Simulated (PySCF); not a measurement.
Correlation energy of C²⁺ (carbon, charge +2)

[He] 2s1 2p1, high-spin 3P determinant (an excited configuration). Computed with PySCF 2.14 in aug-cc-pwCVDZ (5s4p2d, 27 functions), with the non-relativistic Hamiltonian (point nucleus). Frozen: 1s2; 2 electrons correlated.

With two correlated electrons CCSD is exact within the correlated space (frozen core and kept virtual orbitals).

```tsv
level	correlation energy (mhartree)
CCSD	-3.79
```

Diagnostics: T1 = 0.00092, D1 = 0.0013, largest double amplitude 0.021.

Cost of the coupled-cluster step: roughly 0.13 core-seconds, for 2 correlated electrons.
